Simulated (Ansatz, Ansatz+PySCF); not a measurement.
```xyz
2

C     0.0000    0.0000    0.0000
Al    0.6277    0.8369    1.8120
```

Basis set: STO-3G (spherical functions). Frozen core: 6 orbitals. Correlation on ROHF uses semicanonical orbitals with singles. Charge 0, multiplicity 2.

Computed with Ansatz (development build ahead of 0.2.0); the reference of a correlated method needn't be the lowest determinant of its kind.

Task: Give the atomization energy at this shape (free ground-state atoms in the same class of orbitals less the molecule, no zero-point energy) of doublet AlC by UHF-CCSD(T), UHF-CCSD, full CI (lowest root of this spin), ROHF-CCSD(T), ROHF-CCSD.

Result:

```tsv
method	atomization energy
UHF-CCSD(T)	103.30 kcal/mol
UHF-CCSD	96.47 kcal/mol
full CI (lowest root of this spin)	67.18 kcal/mol
ROHF-CCSD(T)	66.57 kcal/mol
ROHF-CCSD	66.10 kcal/mol
```

Caution for UHF-CCSD(T), UHF-CCSD: a plain start can end on a higher determinant; large amplitudes, a single reference is doubtful; the program doubts this total; the unrestricted determinant is a mixture of spin states. Caution for UHF-CCSD(T), UHF-CCSD, ROHF-CCSD(T), ROHF-CCSD: the reference determinant was not shown to be the lowest. Caution for ROHF-CCSD(T), ROHF-CCSD: an unrestricted determinant lies well below.

This basis has no polarisation functions and is too small for such energies, which can lie far from measured ones in either direction.
